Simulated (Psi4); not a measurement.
A dimer, C2H4 ··· Br- (SMILES C=C and [Br-]) (charge -1); the first 6 atoms form monomer A.

```
7

C     -0.6576     0.0770    -0.0146
C      0.6576    -0.0770     0.0146
H     -1.3299    -0.7714    -0.0576
H     -1.1169     1.0580     0.0032
H      1.3299     0.7714     0.0576
H      1.1169    -1.0580    -0.0032
Br    -2.5697     3.3592     0.0322
```

What interaction energy does SAPT0/jun-cc-pVDZ, frozen core run with Psi4 give, and which attractive term is the largest?

Total -14.63 kJ/mol: electrostatics -18.03, exchange 24.28, induction -14.51, dispersion -6.37. The most attractive term is electrostatics.
